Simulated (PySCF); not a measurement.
Job file and geometry (Å, from GFN2-xTB) of an NMR shielding run on SMILES CC(C)C(C)(C)B(O)O, C6H15BO2, GIAO PBE0/pcSseg-1 NMR shielding, non-relativistic, gas phase in PySCF 2.14.0, density-fitted response routines; density fitting, a coarse starting grid and PySCF grid level 2 are the driver's defaults:

```
$ OMP_NUM_THREADS=1 python probes_run.py task.json out

{"job": {"kind": "nmr", "xc": "PBE0", "basis": "pcSseg-1"}, "charge": 0, "multiplicity": 1}
C      1.641729     0.715925     0.958941
C      1.013915    -0.425685     0.156280
C      1.655107    -0.461003    -1.230364
C     -0.533028    -0.293362     0.097423
C     -1.111001    -1.329851    -0.881727
C     -1.107707    -0.628255     1.485998
B     -0.977102     1.193605    -0.380532
O     -0.737837     1.578591    -1.651930
O     -1.607429     2.088743     0.427337
H      1.268650     0.744632     1.979349
H      2.722028     0.592623     1.004311
H      1.425675     1.670441     0.483743
H      1.249473    -1.369922     0.663798
H      2.738713    -0.417764    -1.138645
H      1.320574     0.388441    -1.817906
H      1.400148    -1.373322    -1.760510
H     -0.709573    -2.319961    -0.672534
H     -0.884318    -1.060775    -1.907701
H     -2.193409    -1.371195    -0.777908
H     -0.833201    -1.642831     1.770260
H     -2.195218    -0.568060     1.473392
H     -0.736533     0.044885     2.256177
H     -1.047846     2.463093    -1.852987
H     -1.773547     1.800772     1.323294
```

**Question.** Write the output of this run.

**Answer.** 
```
coarse grid: 19080 points
cycle   1  E = -412.3076757670  dE =  9.525e-01  |g| = 9.326e-01  |ddm| = 4.086e+00
cycle   2  E = -412.1995854358  dE =  1.081e-01  |g| = 1.225e+00  |ddm| = 1.565e+00
cycle   3  E = -412.4792235596  dE = -2.796e-01  |g| = 8.540e-02  |ddm| = 9.291e-01
cycle   4  E = -412.4804676901  dE = -1.244e-03  |g| = 3.664e-02  |ddm| = 8.565e-02
cycle   5  E = -412.4807745853  dE = -3.069e-04  |g| = 6.214e-03  |ddm| = 3.571e-02
cycle   6  E = -412.4807818823  dE = -7.297e-06  |g| = 2.700e-03  |ddm| = 8.137e-03
final grid: 181456 points
cycle   7  E = -412.5555935961  dE = -1.008e-04  |g| = 1.320e-02  |ddm| = 4.712e-02
cycle   8  E = -412.5555630937  dE =  3.050e-05  |g| = 1.768e-02  |ddm| = 2.758e-02
cycle   9  E = -412.5556356804  dE = -7.259e-05  |g| = 1.313e-03  |ddm| = 1.607e-02
cycle  10  E = -412.5556360011  dE = -3.207e-07  |g| = 3.529e-04  |ddm| = 1.135e-03
cycle  11  E = -412.5556360256  dE = -2.455e-08  |g| = 6.879e-05  |ddm| = 3.047e-04
cycle  12  E = -412.5556360264  dE = -7.655e-10  |g| = 3.357e-05  |ddm| = 9.250e-05
cycle  13  E = -412.5556360266  dE = -2.237e-10  |g| = 3.772e-06  |ddm| = 2.440e-05
converged SCF energy = -412.5556360266

GIAO shielding tensors (ppm)
atom      isotropic    diamagn.    paramagn.     s11        s22        s33       span
  0 C      162.995     250.167     -87.172    147.208    156.649    185.130     37.922
  1 C      144.849     246.666    -101.816    125.565    146.528    162.455     36.890
  2 C      165.718     248.489     -82.771    150.169    161.644    185.341     35.172
  3 C      155.781     251.313     -95.532    143.020    155.628    168.694     25.674
  4 C      159.851     248.250     -88.399    146.457    151.044    182.052     35.595
  5 C      159.886     250.470     -90.583    142.295    150.860    186.504     44.209
  6 B       70.402     196.483    -126.081     49.682     68.645     92.879     43.198
  7 O      217.426     388.230    -170.803    122.551    251.388    278.340    155.788
  8 O      204.832     388.489    -183.657     80.050    253.307    281.139    201.089
  9 H       30.363      32.892      -2.529     25.023     30.022     36.042     11.019
 10 H       30.767      31.054      -0.287     26.141     28.010     38.151     12.010
 11 H       31.204      32.250      -1.046     27.190     31.035     35.389      8.199
 12 H       30.684      34.714      -4.030     27.775     29.267     35.010      7.236
 13 H       31.078      30.815       0.263     26.298     28.705     38.230     11.932
 14 H       29.884      31.729      -1.845     24.540     30.713     34.400      9.860
 15 H       30.386      31.751      -1.365     25.166     29.589     36.401     11.235
 16 H       31.028      32.373      -1.346     27.460     28.541     37.082      9.622
 17 H       29.932      32.128      -2.196     25.812     28.782     35.202      9.390
 18 H       30.980      31.665      -0.685     26.807     28.473     37.660     10.853
 19 H       30.997      32.604      -1.607     27.351     28.610     37.030      9.678
 20 H       30.897      32.909      -2.013     27.182     28.229     37.278     10.096
 21 H       30.402      34.205      -3.803     26.359     29.037     35.812      9.453
 22 H       27.609      30.447      -2.838     21.500     22.655     38.673     17.174
 23 H       27.229      34.030      -6.801     19.972     27.086     34.629     14.657
```

Size and cost of the density-fitted run: 228 basis functions, 52 s wall time on 1 thread of an Arm Neoverse V2, shared host; peak memory 0.95 GiB.
